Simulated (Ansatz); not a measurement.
C₄H₆F₂O₂, singlet, at a GFN2-xTB geometry; HF/pcseg-1 (Ansatz, an electronic-structure program).

Here is a job for Ansatz.
Ansatz 0.2 input:
```yaml
crystal:
  periodic: [false, false, false]
  atoms:
    - {symbol: C, position_ang: [-1.98524867, 0.92501571, 1.04731077]}
    - {symbol: C, position_ang: [-1.20006666, 1.45180380, 0.12826779]}
    - {symbol: O, position_ang: [-0.21647139, 0.85538765, -0.62868302]}
    - {symbol: C, position_ang: [0.15603679, -0.44442100, -0.42765436]}
    - {symbol: F, position_ang: [0.88313980, -0.78118462, -1.51504011]}
    - {symbol: F, position_ang: [-0.91014782, -1.29301426, -0.44033908]}
    - {symbol: C, position_ang: [0.98330795, -0.67006602, 0.84831123]}
    - {symbol: O, position_ang: [2.08545721, 0.18356411, 0.89343668]}
    - {symbol: H, position_ang: [-2.71162513, 1.54904888, 1.53284278]}
    - {symbol: H, position_ang: [-1.97073075, -0.11090471, 1.33325363]}
    - {symbol: H, position_ang: [-1.25177725, 2.49055991, -0.16406339]}
    - {symbol: H, position_ang: [0.32242654, -0.52987052, 1.71565441]}
    - {symbol: H, position_ang: [1.36297848, -1.69400495, 0.84097663]}
    - {symbol: H, position_ang: [1.81573708, 1.07735240, 0.64430653]}
basis:
  gaussian:
    orbitals: pcseg-1.json
    fitting: {mean_field: def2-universal-JKFIT}
hamiltonian:
  xc: hf
```
The basis file holds pcseg-1 in the JSON format of the Basis Set Exchange.

The log (banner, timings and long lists left out):

```
Functional definition: HF
716 factors; integrals over basis functions are off by at most 2.0e-1 eV
mean field evaluation 1: about -13692.1758 eV, gradient 5.1e1 eV
mean field evaluation 2: about -13696.5431 eV, gradient 2.7e1 eV
mean field evaluation 4: about -13697.8912 eV, gradient 1.3e0 eV
mean field -13697.89672692 eV, -503.3884199465 hartree, gradient 8.8e-5 eV, S^2 0.000000; 0 other end points of the search recorded, 0 dependent functions left out
reference -13697.89672692 eV, -503.3884199465 hartree; 32, 32 occupied and 110, 110 virtual orbitals, 716 factors
Total energy: -13697.89672692 eV, -503.3884199465 hartree
```
